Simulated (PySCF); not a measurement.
Correlation energy of Cr²⁺ (chromium, charge +2)

[Ar] 3d3 4s1, high-spin 5F determinant (an excited configuration). Calculation: PySCF 2.14, in def2-TZVPPD (6s6p4d2f1g, 67 functions); the non-relativistic Hamiltonian (point nucleus). Frozen: [Ar]; 4 electrons correlated.

| level | correlation energy (mhartree) |
| --- | --- |
| CCSD | -28.22 |
| (T) | -0.17 |
| CCSD(T) | -28.39 |

Diagnostics: T1 = 0.0037, D1 = 0.0073, largest double amplitude 0.016.

Cost of the coupled-cluster step: of the order of 4 core-seconds, for 4 correlated electrons.

Iterations:

```
CC2 = 0
CCSD nocc = (np.int64(4), np.int64(0)), nmo = (58, 58)
frozen orbitals [[0, 1, 2, 3, 4, 5, 6, 7, 8], [0, 1, 2, 3, 4, 5, 6, 7, 8]]
max_cycle = 100
direct = 0
conv_tol = 1e-08
conv_tol_normt = 1e-06
diis_space = 8
diis_start_cycle = 0
Init t2, MP2 energy = -0.0241050526118429
Init E_corr(UCCSD) = -0.0241050526118973
cycle = 1  E_corr(UCCSD) = -0.0273966429540279  dE = -0.00329159034  norm(t1,t2) = 0.0137302
cycle = 2  E_corr(UCCSD) = -0.0279924869865363  dE = -0.000595844033  norm(t1,t2) = 0.00456469
cycle = 3  E_corr(UCCSD) = -0.0282243435272054  dE = -0.000231856541  norm(t1,t2) = 0.00201675
cycle = 4  E_corr(UCCSD) = -0.0282075725741872  dE = 1.6770953e-05  norm(t1,t2) = 0.000642818
cycle = 5  E_corr(UCCSD) = -0.0282164235844648  dE = -8.85101028e-06  norm(t1,t2) = 0.000149072
cycle = 6  E_corr(UCCSD) = -0.0282154009753642  dE = 1.0226091e-06  norm(t1,t2) = 4.14497e-05
cycle = 7  E_corr(UCCSD) = -0.0282154740656823  dE = -7.30903181e-08  norm(t1,t2) = 6.04351e-06
cycle = 8  E_corr(UCCSD) = -0.0282154632594272  dE = 1.08062551e-08  norm(t1,t2) = 7.64168e-07
cycle = 9  E_corr(UCCSD) = -0.0282154688227129  dE = -5.56328571e-09  norm(t1,t2) = 2.25003e-07
UCCSD converged
E(UCCSD) = -1042.361502336017  E_corr = -0.02821546882271291
UCCSD(T) correction = -0.00016791443547375
```
